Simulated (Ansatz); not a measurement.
Input for Ansatz (a program for electronic structure): R-CCSD(T)/def2-SVP on CH4O2Sn (SMILES C[O][Sn][OH]), a point of a torsion scan. Elements past Kr take the def2 small-core potentials; no spin–orbit coupling. The run froze 12 orbitals, filled d shells among them.

Ansatz 0.2 input:
```yaml
crystal:
  periodic: [false, false, false]
  atoms:
    - {symbol: C, position_ang: [-1.23954926, 0.07671790, -0.38375279]}
    - {symbol: O, position_ang: [-0.67590662, 0.78690281, 0.68565397]}
    - {symbol: Sn, position_ang: [0.34575505, 0.68272757, 2.43949982]}
    - {symbol: O, position_ang: [0.66013487, -1.31784043, 2.67258081]}
    - {symbol: H, position_ang: [-2.31765311, -0.02581212, -0.23697062]}
    - {symbol: H, position_ang: [-0.80436699, -0.92237123, -0.48242100]}
    - {symbol: H, position_ang: [-1.06229242, 0.62946624, -1.31027696]}
    - {symbol: H, position_ang: [0.37266243, -2.02634809, 2.09916528]}
basis:
  gaussian:
    orbitals: def2-SVP
magnetization: {spin_polarized: false}
correlation: {method: ccsd_t, electrons: outside_noble_gas}
scf: {lower_state_search: off}
```

The log:

```
WARN ansatz: RAYON_NUM_THREADS=1 ignored (pool sized by the plan → 1); use --threads N
Functional definition: HF
these checks for a lower state are left out or cut short: stability, starts, cluster_reference, orbital_swaps, neighbouring_geometries, increment
integrals: 0.10 GiB planned
953 factors; integrals over basis functions are off by at most 1.3e-3 eV
mean field: 0.23 GiB planned
mean field evaluation 1: about -10964.8192 eV, gradient 4.9e1 eV
mean field evaluation 2: about -10964.9332 eV, gradient 4.9e1 eV
mean field evaluation 4: about -10969.9371 eV, gradient 2.9e0 eV
mean field evaluation 8: about -10969.9959 eV, gradient 2.7e-1 eV
mean field -10969.99633206 eV, -403.1399294726 hartree, gradient 1.4e-6 eV, S^2 0.000000; 0 other end points of the search recorded, 0 dependent functions left out
12 core orbitals not correlated
reference -10969.99633206 eV, -403.1399294726 hartree; 12, 12 occupied and 64, 64 virtual orbitals, 953 factors
second order -16.03752182 eV of doubles, -0.00000000 eV of singles
coupled cluster: 0.25 GiB planned
cycle   1  -16.20527904 eV  change   -1.7e-1 eV  update   1.3e-1
cycle   2  -16.66942600 eV  change   -4.6e-1 eV  update   4.6e-2
cycle   3  -16.84642704 eV  change   -1.8e-1 eV  update   2.9e-2
cycle   4  -16.84104066 eV  change    5.4e-3 eV  update   9.5e-3
cycle   5  -16.83406891 eV  change    7.0e-3 eV  update   4.8e-3
cycle   6  -16.83561752 eV  change   -1.5e-3 eV  update   1.7e-3
cycle   7  -16.83532898 eV  change    2.9e-4 eV  update   6.1e-4
cycle   8  -16.83508336 eV  change    2.5e-4 eV  update   1.9e-4
cycle   9  -16.83512085 eV  change   -3.7e-5 eV  update   1.1e-4
cycle  10  -16.83515932 eV  change   -3.8e-5 eV  update   4.0e-5
cycle  11  -16.83513721 eV  change    2.2e-5 eV  update   1.9e-5
perturbative correction -0.45458079 eV, -0.0167055361 hartree
Total energy: -10987.28605007 eV, -403.7753148900 hartree
Checks for a lower state left out: stability, starts, cluster_reference, orbital_swaps, neighbouring_geometries, increment
```

The run converged.

Cost: about 6 core-seconds (a rough figure).
